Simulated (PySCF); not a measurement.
Threshold energies of GaF in a plasma

PBE in PySCF with def2-TZVPPD on every atom, for the lowest determinant that a PBE0 search found; no spin–orbit coupling.

| species | state (unpaired electrons) | Re (Å) | ωe (cm⁻¹) | energy of the minimum from the neutral (eV) | De (eV) | dissociates to |
| --- | --- | --- | --- | --- | --- | --- |
| GaF | singlet (closed shell) | 1.813 | 580 | 0.00 | 6.31 | Ga + F |
| GaF⁺ | doublet (σ ↑) | 1.733 | 663 | 10.43 | 1.86 | Ga⁺ + F |

Task: Work out the lowest energy to break GaF into atoms, from its vibrational ground state.

Result: D0 = De − ωe/2 = 6.31 − 0.04 = 6.27 eV (PBE/def2-TZVPPD).

Task: Work out the ionisation energy of the Ga atom at this level and the threshold of dissociative ionisation.

Result: IE(Ga) = 10.43 + 1.86 − 6.31 = 5.98 eV, so Ga⁺ + F + e⁻ appears at D0 + IE(Ga) = 12.25 eV (PBE/def2-TZVPPD). The measured IE(Ga) is 5.999 eV (NIST ASD).

These are thermodynamic thresholds; the onsets seen under electron impact lie higher where the geometry changes, and cross-sections peak well above them.

For an ion De counts to the pair picked by the measured ionisation energies or electron affinities, which need not be the lowest pair at this level. States were picked by a PBE0 search and need not be the measured ground states.
